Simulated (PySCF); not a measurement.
Acid–base and redox partners of c1cc[nH]c1. All species are isolated molecules in the gas phase. Strings in code marks are SMILES.

The highest occupied spin orbital from two functionals at the same geometries (CAM-B3LYP-D3(BJ)/def2-TZVP), both in PySCF: PBE-D3(BJ)/def2-TZVP and CAM-B3LYP-D3(BJ)/def2-TZVP. 

| species | PBE-D3(BJ)/def2-TZVP (eV) |
|---|---|
| H atom removed from C1 (`[nH]1cc[c]c1`) | -5.24 |
| H atom removed from C3 (`[c]1ccc[nH]1`) | -5.13 |
| H atom removed from N4 (`C1=C[N]C=C1`) | -6.04 |

**Question.** What does CAM-B3LYP-D3(BJ)/def2-TZVP give for each?

**Answer.** 
- H atom removed from C1 (`[nH]1cc[c]c1`): -7.54
- H atom removed from C3 (`[c]1ccc[nH]1`): -7.43
- H atom removed from N4 (`C1=C[N]C=C1`): -8.40
Over these rows, drawn at random from the members with no instability flagged (it was tested for open shells, ions and some series alone), PBE minus CAM-B3LYP-D3(BJ): mean +2.32 eV, from +2.30 eV to +2.36 eV.
